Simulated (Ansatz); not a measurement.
Geometry optimisation, RKS PBE-D4/def2-SVP (Ansatz 0.2.0).

input.yaml

```yaml
crystal:
  periodic: [false, false, false]
  atoms:
    - { symbol: Si, position_ang: [-0.6824, 0.4309, 0.4815] }
    - { symbol: Si, position_ang: [0.5551, -1.8416, 0.7152] }
    - { symbol: H, position_ang: [-1.9023, -0.4117, 0.2327] }
    - { symbol: H, position_ang: [-1.122, 1.0749, 1.7148] }
    - { symbol: Si, position_ang: [-0.2691, 1.5291, -1.5026] }
    - { symbol: H, position_ang: [0.9991, -0.0573, 1.0561] }
    - { symbol: F, position_ang: [1.0755, 1.1474, 1.128] }
    - { symbol: H, position_ang: [-0.1607, -2.5143, 1.7989] }
    - { symbol: H, position_ang: [0.0806, -2.408, -0.544] }
    - { symbol: H, position_ang: [1.9543, -2.2745, 0.8326] }
    - { symbol: H, position_ang: [0.9429, 1.0171, -2.1533] }
    - { symbol: H, position_ang: [-0.0935, 2.9679, -1.3206] }
    - { symbol: H, position_ang: [-1.3775, 1.34, -2.4393] }
basis:
  gaussian: { orbitals: def2-SVP }
hamiltonian:
  xc: pbe
  dispersion: d4
relax:
  f_tol: 0.15
  max_steps: 25
  restrain:
    - { distance: [0, 6], at: 2.98, k: 30.0 }
    - { distance: [5, 1], at: 2.72, k: 30.0 }
    - { distance: [0, 1], at: 2.22, k: 30.0 }
    - { distance: [5, 6], at: 0.88, k: 30.0 }
```

Run as:

```bash
$ ansatz run input.yaml --threads 2 --pin off --max-ram 3072MiB --backend cpu --events-out ev --progress --plain --runs-dir out
```

Task: Where does it end, and by what steps?

Result: The run converged. The restraints hold the end off the free minimum. After 13 steps the energy has fallen by 1.626 eV (the restraints' own energy left out); H10 moved furthest, 0.96 Å. Parted: Si1–F7. Joined: H6–F7.

```tsv
step	energy less start (eV)	largest force component (eV/Å)	accepted
0	0.0000	0.880	yes
1	-0.3138	1.935	yes
2	-0.3630	4.014	yes
3	-0.8188	2.536	yes
4	-1.2456	1.972	yes
5	-1.3846	1.297	yes
6	-1.4635	1.166	yes
7	-1.5449	1.039	yes
8	-1.5841	1.024	yes
9	-1.5925	1.001	yes
10	-1.6187	1.217	yes
11	-1.6166	1.521	yes
12	-1.6171	0.873	no
13	-1.6259	1.211	yes
```

```xyz
13
Properties=species:S:1:pos:R:3
Si -1.092 0.067 0.408
Si 0.194 -1.774 0.632
H -2.489 -0.413 0.097
H -1.156 0.836 1.698
Si -0.270 1.372 -1.378
H 1.851 0.362 0.925
F 1.593 1.246 0.951
H -0.206 -2.686 1.761
H 0.237 -2.571 -0.645
H 1.634 -1.372 0.909
H 1.021 0.792 -1.891
H -0.058 2.796 -0.954
H -1.260 1.345 -2.515
```

Time of the run: 22 s on 2 threads of Intel(R) Xeon(R) 6975P-C (Granite Rapids) (shared host), peak memory 0.17 GiB.
